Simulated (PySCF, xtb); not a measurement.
F3S, SMILES F[S](F)F (connectivity only; charge and spin as stated), charge -1, multiplicity 1.

xtb with GFN2-xTB at its own geometry gives an orbital gap of 3.09 eV.

Coordinates come from a B3LYP-D3(BJ)/def2-SVPD optimisation. The spin state was assumed, not searched. The isomer is the one that the SMILES or the coordinates give; other isomers of the formula were not compared.

Q: What does CAM-B3LYP/def2-TZVPD in PySCF give? (An estimate is asked for; the answer gives what the named calculation found.)

A: gap 7.11 eV (levels -2.68 and 4.43 eV).
